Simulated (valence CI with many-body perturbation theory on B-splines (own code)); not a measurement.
## Er XXXVI: electric-dipole lines

Method: valence CI with perturbative core correlation (CI+MBPT): five valence electrons over a frozen Dirac-Fock core [Ar] 3d10, a basis of 9 s, 9 p, 8 d, 6 f, 3 g, 1 h functions for each j, with the one-electron correlation potential Σ1, the two-electron term Σ2, the three-electron term Σ3, Breit, model QED; selected CI, second order for the rest (own B-spline code, finite nucleus).

No measured spectrum was set against this ion. As an estimate, large intervals hold to a few tenths of a per cent, small ones and those within an open d or f shell to about a per cent. Among the levels kept, up to 300 cm⁻¹ of a level comes from second order outside the variational space, and about a tenth of that is noise between levels of different J, which matters for small intervals.

Lines 151 to 200 of 218 in falling wavelength, among levels below 2369900 cm⁻¹, chosen from the strongest by gf and those to the six lowest levels. Wavelengths and rates use the calculated energies. Electric multipoles are in the length gauge, E1 and E2 with the static RPA response of the core. Weak lines are less certain than strong ones. Lines between different terms over intervals too small for the method are left out, as are lines whose strength nearly cancels. The highest levels of a list are the least certain.

Levels are named by their leading jj configuration (3d3/2^4 stands for four electrons in 3d with j = 3/2), which in mixed levels can hold well under half, so a name can repeat and another be missing. Letters in brackets count levels of one name in rising energy.

| λ vac (Å) | Upper | Lower | A (s⁻¹) | S (a.u.) |
| --- | --- | --- | --- | --- |
| 80.48 | (4s 4p1/2^2 4p3/2 4d5/2) J=3/2 | (4s^2 4p1/2^2 4d3/2) J=3/2 | 5.77e+09 | 5.94e-03 |
| 80.11 | (4s^2 4p1/2 4p3/2 4d5/2) J=5/2 [a] | (4s^2 4p1/2 4p3/2^2) J=5/2 | 1.33e+11 | 2.02e-01 |
| 80.08 | (4s^2 4p1/2 4p3/2 4d5/2) J=3/2 [a] | (4s^2 4p1/2 4p3/2^2) J=3/2 | 2.14e+11 | 2.17e-01 |
| 79.97 | (4s 4p1/2^2 4p3/2 4d3/2) J=1/2 [b] | (4s^2 4p1/2^2 4d3/2) J=3/2 | 2.34e+11 | 1.18e-01 |
| 79.80 | (4s 4p1/2^2 4p3/2 4d5/2) J=5/2 | (4s^2 4p1/2^2 4d3/2) J=3/2 | 6.24e+08 | 9.38e-04 |
| 79.33 | (4s 4p1/2^2 4p3/2 4d5/2) J=7/2 | (4s 4p1/2^2 4p3/2^2) J=5/2 | 1.90e+11 | 3.74e-01 |
| 79.17 | (4s^2 4p1/2 4p3/2 4d5/2) J=7/2 [b] | (4s^2 4p1/2 4p3/2^2) J=5/2 | 2.94e+11 | 5.75e-01 |
| 78.93 | (4s^2 4p1/2 4p3/2 4d5/2) J=3/2 [c] | (4s^2 4p1/2 4p3/2^2) J=1/2 | 2.79e+11 | 2.71e-01 |
| 78.54 | (4s 4p1/2 4p3/2^3) J=1/2 | (4s^2 4p1/2 4p3/2^2) J=3/2 | 2.45e+11 | 1.17e-01 |
| 78.38 | (4s^2 4p1/2 4p3/2 4d5/2) J=3/2 [b] | (4s^2 4p1/2 4p3/2^2) J=5/2 | 3.37e+11 | 3.20e-01 |
| 77.69 | (4s^2 4p1/2 4p3/2 4d5/2) J=5/2 [a] | (4s^2 4p1/2 4p3/2^2) J=3/2 | 1.53e+11 | 2.12e-01 |
| 77.53 | (4s^2 4p1/2 4p3/2 4d5/2) J=5/2 [b] | (4s^2 4p1/2 4p3/2^2) J=5/2 | 2.80e+11 | 3.87e-01 |
| 77.05 | (4s^2 4p1/2 4p3/2 4d5/2) J=1/2 | (4s^2 4p1/2 4p3/2^2) J=1/2 | 6.18e+11 | 2.79e-01 |
| 76.96 | (4s^2 4p3/2^2 4d5/2) J=3/2 | (4s^2 4p3/2^3) J=3/2 | 5.25e+11 | 4.73e-01 |
| 76.07 | (4s^2 4p1/2 4p3/2 4d5/2) J=3/2 [b] | (4s^2 4p1/2 4p3/2^2) J=3/2 | 1.30e+11 | 1.13e-01 |
| 76.01 | (4s^2 4p1/2 4p3/2 4d5/2) J=3/2 [c] | (4s^2 4p1/2 4p3/2^2) J=5/2 | 1.28e+11 | 1.11e-01 |
| 75.27 | (4s 4p3/2^4) J=1/2 | (4s^2 4p3/2^3) J=3/2 | 8.73e+11 | 3.67e-01 |
| 75.27 | (4s^2 4p1/2 4p3/2 4d5/2) J=5/2 [b] | (4s^2 4p1/2 4p3/2^2) J=3/2 | 3.44e+11 | 4.34e-01 |
| 75.26 | (4s^2 4p3/2^2 4d5/2) J=5/2 [b] | (4s^2 4p3/2^3) J=3/2 | 7.58e+11 | 9.56e-01 |
| 73.84 | (4s^2 4p1/2 4p3/2 4d5/2) J=3/2 [c] | (4s^2 4p1/2 4p3/2^2) J=3/2 | 1.15e+10 | 9.15e-03 |
| 72.19 | (4s^2 4p1/2 4p3/2 4d5/2) J=1/2 | (4s^2 4p1/2 4p3/2^2) J=3/2 | 4.02e+10 | 1.49e-02 |
| 66.45 | (4s^2 4p1/2 4p3/2 4d3/2) J=3/2 [a] | (4s^2 4p1/2^2 4p3/2) J=3/2 | 2.21e+10 | 1.28e-02 |
| 66.28 | (4s^2 4p1/2 4p3/2 4d3/2) J=5/2 [a] | (4s^2 4p1/2^2 4p3/2) J=3/2 | 1.62e+09 | 1.39e-03 |
| 66.19 | (4s^2 4p1/2 4p3/2 4d3/2) J=1/2 [a] | (4s^2 4p1/2^2 4p3/2) J=3/2 | 6.28e+09 | 1.80e-03 |
| 64.62 | (4s 4p1/2 4p3/2^3) J=3/2 | (4s^2 4p1/2^2 4p3/2) J=3/2 | 3.89e+09 | 2.07e-03 |
| 64.47 | (4s^2 4p3/2^2 4d3/2) J=1/2 | (4s^2 4p1/2 4p3/2^2) J=1/2 | 1.66e+10 | 4.40e-03 |
| 64.02 | (4s^2 4p3/2^2 4d3/2) J=3/2 [a] | (4s^2 4p1/2 4p3/2^2) J=1/2 | 6.63e+10 | 3.43e-02 |
| 63.91 | (4s^2 4p3/2^2 4d5/2) J=1/2 | (4s^2 4p1/2 4p3/2^2) J=1/2 | 2.68e+08 | 6.90e-05 |
| 62.79 | (4s 4p1/2 4p3/2^3) J=5/2 | (4s^2 4p1/2^2 4p3/2) J=3/2 | 1.24e+09 | 9.09e-04 |
| 62.09 | (4s^2 4p3/2^2 4d3/2) J=3/2 [a] | (4s^2 4p1/2 4p3/2^2) J=5/2 | 2.20e+11 | 1.04e-01 |
| 61.86 | (4s^2 4p3/2^2 4d3/2) J=5/2 | (4s^2 4p1/2 4p3/2^2) J=5/2 | 5.01e+11 | 3.52e-01 |
| 61.65 | (4s^2 4p3/2^2 4d5/2) J=7/2 | (4s^2 4p1/2 4p3/2^2) J=5/2 | 2.01e+11 | 1.86e-01 |
| 61.03 | (4s^2 4p3/2^2 4d3/2) J=1/2 | (4s^2 4p1/2 4p3/2^2) J=3/2 | 4.28e+11 | 9.61e-02 |
| 60.90 | (4s^2 4p3/2^2 4d3/2) J=3/2 [b] | (4s^2 4p1/2 4p3/2^2) J=1/2 | 7.81e+11 | 3.48e-01 |
| 60.77 | (4s^2 4p3/2^2 4d3/2) J=7/2 | (4s^2 4p1/2 4p3/2^2) J=5/2 | 7.04e+11 | 6.24e-01 |
| 60.70 | (4s^2 4p1/2 4p3/2 4d3/2) J=1/2 [b] | (4s^2 4p1/2^2 4p3/2) J=3/2 | 6.84e+11 | 1.51e-01 |
| 60.69 | (4s^2 4p1/2 4p3/2 4d3/2) J=5/2 [b] | (4s^2 4p1/2^2 4p3/2) J=3/2 | 8.64e+11 | 5.72e-01 |
| 60.63 | (4s^2 4p3/2^2 4d3/2) J=3/2 [a] | (4s^2 4p1/2 4p3/2^2) J=3/2 | 6.85e+11 | 3.01e-01 |
| 60.52 | (4s^2 4p3/2^2 4d5/2) J=1/2 | (4s^2 4p1/2 4p3/2^2) J=3/2 | 3.99e+11 | 8.74e-02 |
| 60.47 | (4s^2 4p1/2 4p3/2 4d3/2) J=3/2 [b] | (4s^2 4p1/2^2 4p3/2) J=3/2 | 1.15e+12 | 5.01e-01 |
| 60.42 | (4s^2 4p3/2^2 4d3/2) J=5/2 | (4s^2 4p1/2 4p3/2^2) J=3/2 | 3.63e+11 | 2.37e-01 |
| 59.15 | (4s^2 4p3/2^2 4d3/2) J=3/2 [b] | (4s^2 4p1/2 4p3/2^2) J=5/2 | 1.20e+08 | 4.90e-05 |
| 59.12 | (4s^2 4p1/2 4p3/2 4d5/2) J=3/2 [a] | (4s^2 4p1/2^2 4p3/2) J=3/2 | 1.95e+09 | 7.96e-04 |
| 58.28 | (4s 4p1/2 4p3/2^3) J=1/2 | (4s^2 4p1/2^2 4p3/2) J=3/2 | 2.98e+11 | 5.82e-02 |
| 57.82 | (4s^2 4p3/2^2 4d3/2) J=3/2 [b] | (4s^2 4p1/2 4p3/2^2) J=3/2 | 2.06e+10 | 7.85e-03 |
| 57.81 | (4s^2 4p1/2 4p3/2 4d5/2) J=5/2 [a] | (4s^2 4p1/2^2 4p3/2) J=3/2 | 1.67e+11 | 9.56e-02 |
| 57.71 | (4s^2 4p3/2^2 4d5/2) J=5/2 [a] | (4s^2 4p1/2 4p3/2^2) J=5/2 | 3.97e+08 | 2.26e-04 |
| 57.19 | (4s^2 4p3/2^2 4d5/2) J=3/2 | (4s^2 4p1/2 4p3/2^2) J=1/2 | 5.14e+10 | 1.90e-02 |
| 56.91 | (4s^2 4p1/2 4p3/2 4d5/2) J=3/2 [b] | (4s^2 4p1/2^2 4p3/2) J=3/2 | 4.66e+09 | 1.69e-03 |
| 56.46 | (4s^2 4p1/2 4p3/2 4d5/2) J=5/2 [b] | (4s^2 4p1/2^2 4p3/2) J=3/2 | 3.72e+10 | 1.99e-02 |
